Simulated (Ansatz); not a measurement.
```json
{"atom": "C", "x (Å)": "0.4517", "y (Å)": "0.0000", "z (Å)": "0.0000"}
{"atom": "H", "x (Å)": "1.0227", "y (Å)": "0.5944", "z (Å)": "0.5944"}
{"atom": "H", "x (Å)": "1.0227", "y (Å)": "-0.5944", "z (Å)": "-0.5944"}
{"atom": "F", "x (Å)": "-0.2642", "y (Å)": "0.7129", "z (Å)": "-0.7129"}
{"atom": "F", "x (Å)": "-0.2642", "y (Å)": "-0.7129", "z (Å)": "0.7129"}
```

Basis set: 6-31G* (spherical functions). Frozen core: 3 orbitals. Charge 0, multiplicity 1.

Computed with Ansatz (development build ahead of 0.2.0); each method stands on the lowest determinant of its kind that the runs found. Restricted open shells among the atoms or ions are ROHF, correlated in semicanonical orbitals with singles.

Give the atomization energy at this shape (free ground-state atoms in the same class of orbitals less the molecule, no zero-point energy) of singlet CH₂F₂ by RHF-MP2, RHF.

| method | atomization energy |
| --- | --- |
| RHF-MP2 | 1609.3 kJ/mol |
| RHF | 1229.0 kJ/mol |

Caution: no unrestricted run beside it, a lower state can exist; the shape is not the minimum.
